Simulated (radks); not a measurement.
Values are calculated unless marked as measured or tabulated.
Ionisation of the molybdenum ion Mo+, [Kr] 4d5, to [Kr] 4d4 as the strength of local exchange is varied. Code: a radial shooting solver on a logarithmic mesh with Libxc functionals. Model: Dirac Kohn-Sham, Slater X-alpha exchange (alpha = 2/3 is LDA exchange), no correlation, spin-unpolarised, spherical densities, point nucleus; open shells fill j = l - 1/2 first.

[
 {"alpha": "0.591", "E(Mo+) (hartree)": "-4027.83145", "exchange (hartree)": "-101.94301", "IE (eV)": "13.314", "-e of the level emptied (eV)": "8.544 (4d5/2)", "<r> of it (bohr)": "1.995"},
 {"alpha": "0.667", "E(Mo+) (hartree)": "-4040.96213", "exchange (hartree)": "-115.42543", "IE (eV)": "14.237", "-e of the level emptied (eV)": "9.309 (4d5/2)", "<r> of it (bohr)": "1.940"},
 {"alpha": "0.694", "E(Mo+) (hartree)": "-4045.63720", "exchange (hartree)": "-120.23566", "IE (eV)": "14.575", "-e of the level emptied (eV)": "9.592 (4d5/2)", "<r> of it (bohr)": "1.921"},
 {"alpha": "0.762", "E(Mo+) (hartree)": "-4057.43522", "exchange (hartree)": "-132.39766", "IE (eV)": "15.455", "-e of the level emptied (eV)": "10.334 (4d5/2)", "<r> of it (bohr)": "1.875"},
 {"alpha": "0.84", "E(Mo+) (hartree)": "-4071.01009", "exchange (hartree)": "-146.43156", "IE (eV)": "16.510", "-e of the level emptied (eV)": "11.234 (4d5/2)", "<r> of it (bohr)": "1.827"},
 {"alpha": "0.875", "E(Mo+) (hartree)": "-4077.11590", "exchange (hartree)": "-152.75771", "IE (eV)": "16.999", "-e of the level emptied (eV)": "11.655 (4d5/2)", "<r> of it (bohr)": "1.806"},
 {"alpha": "0.972", "E(Mo+) (hartree)": "-4094.08470", "exchange (hartree)": "-170.38352", "IE (eV)": "18.406", "-e of the level emptied (eV)": "12.877 (4d5/2)", "<r> of it (bohr)": "1.751"},
 {"alpha": "1.02", "E(Mo+) (hartree)": "-4102.50714", "exchange (hartree)": "-179.15621", "IE (eV)": "19.130", "-e of the level emptied (eV)": "13.512 (4d5/2)", "<r> of it (bohr)": "1.725"}
]

NIST Atomic Spectra Database: 16.2 +/- 0.12 eV (semi-empirical). The Delta-SCF value meets it near alpha = 0.81. Spin polarisation and multiplet splitting are left out, so open shells lie too high by an amount that depends on their filling.

Beside tabulated values, note that spin-unpolarised runs miss the spin-polarisation part of the exchange energy of open shells.
